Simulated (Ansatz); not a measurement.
Cartesian coordinates in Å:
```
N 1.021 1.240 -0.020
C 1.495 0.161 -0.997
Al -0.223 -0.313 -0.256
O -0.636 -1.248 1.171
Si -2.202 -1.026 0.597
H 0.929 2.159 -0.430
H 1.596 1.309 0.810
H 2.432 -0.282 -0.667
H 1.608 0.573 -1.996
H -3.099 -0.280 1.529
H -2.922 -2.291 0.260
```

Charge 0, multiplicity 1. The bonds changed during the relaxation, so this is another structure than the one it started from.

Task: List the PBE/def2-TZVPP orbital energies in eV (Ansatz). (An estimate is asked.)

Result: The calculation gave: Occupied: -1779.29, -1506.09, -508.95, -382.01, -269.59, -136.95, -106.37, -93.73, -93.66, -93.65, -68.39, -68.33, -68.26, -23.33, -22.89, -16.74, -13.69, -12.54, -11.84, -9.89, -9.71, -8.67, -8.41, -8.26, -6.62, -6.05, -4.60. Lowest empty: -1.45, -0.74, -0.19, 0.05, 0.59, 0.98, 1.35, 1.88.
